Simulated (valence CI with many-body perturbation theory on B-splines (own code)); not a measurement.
# Ge XXVI: electric-dipole lines

Calculated by relativistic CI+MBPT: five valence electrons over a frozen Dirac-Fock core [He], radial functions for each j: 11 s, 11 p, 10 d, 8 f, 5 g, 2 h, with the one-electron correlation potential Σ1, the two-electron term Σ2, the three-electron term Σ3, Breit, model QED; selected CI, second order for the rest, scaled by the run's own slope (own B-spline code, finite nucleus).

No measured levels were compared; by estimate levels of excited configurations hold to 0.05 to 0.15 % of their energy, terms of the ground configuration to about 0.5 %. Among the levels kept, up to 5600 cm⁻¹ of a level comes from second order outside the variational space, and about a tenth of that is noise between levels of different J, which matters for small intervals.

Lines 101 to 150 of 600 in falling wavelength, among levels below 128.84 Ry, chosen from the strongest by gf and those to the six lowest levels. Wavelengths and rates use the calculated energies, so an error of 1000 cm⁻¹ moves a line at 282.4 Å by 0.28 % and its rate by three times that or more. Electric multipoles are in the length gauge with retardation, E1 and E2 with the static RPA response of the core. Weak lines are less certain than strong ones. Lines between different terms over intervals too small for the method are left out, as are lines whose strength nearly cancels. Where a level lies close to another of its J and parity, the split of strength between their lines is uncertain. The highest levels of a list are the least certain.

Names give the largest LS component (configuration and term), which can be under half, so a name can repeat, a term be missing and a line seem to break the LS rules; names also repeat where a configuration has a term twice. Letters in brackets count levels of one name in rising energy.

```tsv
λ vac (Å)	Upper	Lower	A (s⁻¹)	S (a.u.)
282.4	2s.2p3.3p 4F_9/2	2s.2p3.3s 4D°_7/2	6.38e+09	7.09e-01
282.1	2s2.2p2.3p 4P°_5/2	2s2.2p2.3s 4P_3/2	3.62e+09	2.41e-01
281.7	2s2.2p2.3p 2D°_3/2 [a]	2s2.2p2.3s 2P_1/2	1.94e+09	8.58e-02
281.3	2s.2p3.3p 2P_3/2 [b]	2s.2p3.3s 2S°_1/2	2.86e+09	1.26e-01
281.1	2s.2p3.3d 2D°_5/2 [c]	2s.2p3.3p 2D_3/2 [b]	3.21e+09	2.11e-01
280.4	2s.2p3.3d 4G°_7/2	2s.2p3.3p 4F_5/2	3.36e+09	2.92e-01
279.8	2s.2p3.3d 4P°_5/2 [a]	2s.2p3.3p 4D_5/2 [a]	1.27e+09	8.24e-02
279.7	2s.2p3.3p 6P_7/2	2s.2p3.3s 6S°_5/2	6.27e+09	5.42e-01
279.6	2s2.2p2.3d 4D_5/2	2s2.2p2.3p 4S°_3/2	1.49e+09	9.67e-02
279.3	2s.2p3.3d 2F°_5/2 [a]	2s.2p3.3p 4P_3/2 [d]	1.83e+09	1.18e-01
279.2	2s.2p3.3d 4F°_9/2 [a]	2s.2p3.3p 4D_7/2 [a]	2.22e+09	2.38e-01
278.6	2s.2p3.3d 6D°_5/2	2s.2p3.3p 6P_5/2	2.80e+09	1.79e-01
278.6	2s.2p3.3d 4D°_3/2 [d]	2s.2p3.3p 4P_1/2 [d]	1.85e+09	7.88e-02
278.4	2s.2p3.3p 4D_5/2 [a]	2s.2p3.3s 4D°_3/2	3.89e+09	2.49e-01
278.3	2s.2p3.3d 2D°_5/2 [d]	2s.2p3.3p 2P_3/2 [b]	3.58e+09	2.29e-01
278.1	2s.2p3.3d 2F°_7/2 [d]	2s.2p3.3p 2F_7/2 [b]	1.22e+09	1.04e-01
278.0	2s2.2p2.3d 2D_5/2 [b]	2s2.2p2.3p 2D°_5/2 [b]	1.57e+09	9.96e-02
277.8	2s2.2p2.3p 4S°_3/2	2s2.2p2.3s 4P_5/2	4.92e+09	2.08e-01
277.8	2s.2p3.3d 2F°_7/2 [b]	2s.2p3.3p 4P_5/2 [c]	2.41e+09	2.04e-01
277.7	2s.2p3.3p 2F_7/2 [a]	2s.2p3.3s 4D°_7/2	1.89e+09	1.60e-01
277.7	2s.2p3.3d 2G°_7/2 [a]	2s.2p3.3p 2F_5/2 [a]	3.58e+09	3.03e-01
277.5	2s.2p3.3d 6D°_7/2	2s.2p3.3p 6P_5/2	3.33e+09	2.81e-01
275.5	2s2.2p2.3p 2P°_3/2 [a]	2s2.2p2.3s 2P_3/2	3.70e+09	1.53e-01
275.3	2s.2p3.3d 4D°_5/2 [a]	2s.2p3.3p 4P_3/2 [a]	2.28e+09	1.41e-01
275.0	2s.2p3.3p 4P_5/2 [c]	2s.2p3.3s 4P°_3/2	3.51e+09	2.16e-01
274.7	2s.2p3.3d 4D°_5/2 [c]	2s.2p3.3p 4P_3/2 [e]	3.11e+09	1.91e-01
273.8	2s2.2p2.3d 4D_3/2	2s2.2p2.3p 4P°_1/2	3.08e+09	1.25e-01
273.4	2s.2p3.3p 4P_3/2 [b]	2s.2p3.3s 2D°_3/2 [a]	3.14e+09	1.27e-01
272.2	2s.2p3.3d 4F°_5/2 [b]	2s.2p3.3p 4D_3/2 [c]	3.17e+09	1.90e-01
271.9	2s.2p3.3d 4D°_3/2 [d]	2s.2p3.3p 4P_3/2 [e]	2.09e+09	8.28e-02
271.5	2s.2p3.3d 2F°_5/2 [b]	2s.2p3.3p 2D_3/2 [a]	2.65e+09	1.57e-01
271.4	2s.2p3.3d 4D°_5/2 [a]	2s2.2p2.3d 2D_3/2 [b]	1.50e+09	8.88e-02
271.3	2s.2p3.3p 2D_3/2 [b]	2s.2p3.3s 2D°_3/2 [b]	5.50e+09	2.17e-01
270.8	2s.2p3.3d 6D°_1/2	2s.2p3.3p 6P_3/2	5.33e+09	1.04e-01
270.6	2s2.2p2.3p 4D°_3/2 [a]	2s2.2p2.3s 4P_1/2	5.97e+09	2.33e-01
270.5	2s.2p3.3d 6D°_5/2	2s.2p3.3p 6P_3/2	1.88e+09	1.10e-01
270.5	2s.2p3.3d 6D°_3/2	2s.2p3.3p 6P_3/2	3.65e+09	1.43e-01
270.3	2s.2p3.3d 2F°_5/2 [c]	2s.2p3.3p 2D_3/2 [c]	2.09e+09	1.22e-01
269.6	2s.2p3.3d 4D°_1/2 [a]	2s.2p3.3p 4P_1/2 [a]	4.59e+09	8.89e-02
269.2	2s.2p3.3p 4D_7/2 [a]	2s.2p3.3s 4D°_5/2	2.01e+09	1.54e-01
268.6	2s2.2p2.3d 4P_3/2	2s2.2p2.3p 4S°_3/2	3.06e+09	1.17e-01
267.8	2s.2p3.3d 4F°_3/2 [a]	2s.2p3.3p 4D_1/2 [a]	2.52e+09	9.56e-02
267.6	2s.2p3.3p 4P_3/2 [c]	2s.2p3.3s 4P°_1/2	4.73e+09	1.79e-01
267.1	2s.2p3.3d 4G°_5/2	2s.2p3.3p 4F_3/2	3.74e+09	2.11e-01
267.1	2s.2p3.3d 2F°_7/2 [c]	2s.2p3.3p 2F_5/2 [b]	3.13e+09	2.36e-01
265.8	2s2.2p2.3d 2F_7/2 [a]	2s2.2p2.3p 4P°_5/2	1.53e+09	1.13e-01
265.1	2s.2p3.3d 4D°_7/2 [a]	2s.2p3.3p 4P_5/2 [a]	5.53e+09	4.07e-01
264.7	2s2.2p2.3p 2P°_3/2 [c]	2s2.2p2.3s 2S_1/2	5.76e+09	2.11e-01
264.6	2s.2p3.3p 4D_3/2 [b]	2s.2p3.3s 4D°_1/2	3.68e+09	1.35e-01
264.3	2s.2p3.3d 4F°_5/2 [a]	2s.2p3.3p 4D_3/2 [a]	1.83e+09	9.99e-02
```
